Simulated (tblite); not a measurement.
Species: C₅H₁₃NOSi.
Atom-mapped SMILES: `[CH2:1]=[C:2]([CH2:3][CH3:4])[Si@H:5]([NH2:6])[O:7][CH3:8]` (hydrogens: H9, H10 on C1; H11, H12 on C3; H13, H14, H15 on C4; H16 on Si5; H17, H18 on N6; H19, H20, H21 on C8)

Computed with GFN2-xTB (tblite), gas phase: L-BFGS steps from a force-field or distance-geometry start until the largest atomic force falls under 0.01 eV/Å.

At the end of the run (lengths in Å): Si5–O7 1.631, C2–Si5 1.898, Si5–N6 1.720, C1=C2 1.327, C3–H12 1.093, O7–C8 1.393, C4–H15 1.088, Si5–O7–C8 126.5°, N6–Si5–O7 101.0°, C3–C2–Si5 117.6°, C1–C2–Si5 121.7°, C1–C2–C3–C4 -114°, C1–C2–Si5–N6 90°, C2–Si5–O7–C8 -65°, H16–Si5–N6–H17 -98°, H17–N6–Si5–C2 24°.

Task: These geometries were met on the way; a selection of coordinates is given. Order them by energy above the end point, lowest first.
A. Si5–O7 1.631, C2–Si5 1.903, Si5–N6 1.728, C1=C2 1.327, C3–H12 1.088, O7–C8 1.398, C4–H15 1.085, Si5–O7–C8 126.4°, N6–Si5–O7 104.5°, C3–C2–Si5 117.4°, C1–C2–Si5 121.1°, C1–C2–C3–C4 -123°, C1–C2–Si5–N6 84°, C2–Si5–O7–C8 -88°, H16–Si5–N6–H17 -32°, H17–N6–Si5–C2 93°
B. Si5–O7 1.628, C2–Si5 1.894, Si5–N6 1.714, C1=C2 1.331, C3–H12 1.073, O7–C8 1.422, C4–H15 1.086, Si5–O7–C8 115.0°, N6–Si5–O7 109.2°, C3–C2–Si5 123.8°, C1–C2–Si5 116.7°, C1–C2–C3–C4 -122°, C1–C2–Si5–N6 90°, C2–Si5–O7–C8 -95°, H16–Si5–N6–H17 -28°, H17–N6–Si5–C2 87°
C. Si5–O7 1.619, C2–Si5 1.911, Si5–N6 1.729, C1=C2 1.327, C3–H12 1.094, O7–C8 1.388, C4–H15 1.089, Si5–O7–C8 132.0°, N6–Si5–O7 99.3°, C3–C2–Si5 116.9°, C1–C2–Si5 123.4°, C1–C2–C3–C4 -117°, C1–C2–Si5–N6 76°, C2–Si5–O7–C8 -68°, H16–Si5–N6–H17 -36°, H17–N6–Si5–C2 84°
D. Si5–O7 1.732, C2–Si5 1.838, Si5–N6 1.772, C1=C2 1.358, C3–H12 1.123, O7–C8 1.378, C4–H15 1.114, Si5–O7–C8 110.7°, N6–Si5–O7 106.4°, C3–C2–Si5 123.0°, C1–C2–Si5 116.4°, C1–C2–C3–C4 -120°, C1–C2–Si5–N6 90°, C2–Si5–O7–C8 -96°, H16–Si5–N6–H17 -30°, H17–N6–Si5–C2 87°
E. Si5–O7 1.632, C2–Si5 1.881, Si5–N6 1.730, C1=C2 1.324, C3–H12 1.097, O7–C8 1.395, C4–H15 1.085, Si5–O7–C8 119.6°, N6–Si5–O7 105.7°, C3–C2–Si5 121.4°, C1–C2–Si5 118.8°, C1–C2–C3–C4 -122°, C1–C2–Si5–N6 86°, C2–Si5–O7–C8 -94°, H16–Si5–N6–H17 -37°, H17–N6–Si5–C2 87°

Result: C (0.111 eV), A (0.184 eV), E (0.300 eV), B (0.500 eV), D (0.894 eV).

| step | E above end (eV) | rms distance from the end, all atoms (Å) | largest force (eV/Å) | rms shift of all bonds from the end (Å) |
| --- | --- | --- | --- | --- |
| 32 | 0.111 | 0.363 | 0.140 | 0.005 |
| 16 | 0.184 | 0.459 | 0.195 | 0.003 |
| 6 | 0.300 | 0.493 | 0.385 | 0.007 |
| 2 | 0.500 | 0.511 | 0.888 | 0.010 |
| 0 | 0.894 | 0.519 | 2.711 | 0.034 |

Rows stand in the order of the answer.
